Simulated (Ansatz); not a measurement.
```yaml
atoms:
  - { symbol: C, position_ang: [0.0322, -0.2933, -1.2827] }
  - { symbol: C, position_ang: [-0.0433, 0.6039, -0.0050] }
  - { symbol: C, position_ang: [0.0374, -0.2624, 1.3038] }
  - { symbol: H, position_ang: [0.0328, 0.3817, -2.1374] }
  - { symbol: H, position_ang: [0.8800, -0.9197, -1.3690] }
  - { symbol: H, position_ang: [-0.9103, -0.9491, -1.3021] }
  - { symbol: H, position_ang: [-0.8790, 1.2199, -0.0419] }
  - { symbol: H, position_ang: [0.9135, 1.2110, -0.0040] }
  - { symbol: H, position_ang: [0.0069, 0.3543, 2.2199] }
  - { symbol: H, position_ang: [-0.9353, -0.9148, 1.3071] }
  - { symbol: H, position_ang: [0.8800, -0.8857, 1.2771] }
```

Basis set: 6-31G* (spherical functions). Frozen core: 3 orbitals. Charge 0, multiplicity 1.

Computed with Ansatz (development build ahead of 0.2.0); each method stands on the lowest determinant of its kind that the runs found. Restricted open shells among the atoms or ions are ROHF, correlated in semicanonical orbitals with singles.

The atomization energy at this shape (free ground-state atoms in the same class of orbitals less the molecule, no zero-point energy) of singlet C₃H₈:

```tsv
method	atomization energy
RHF	33.45 eV
```

(1) What does RHF-MP2 give?

Answers

(1) 39.75 eV. Caution: the shape is not the minimum.
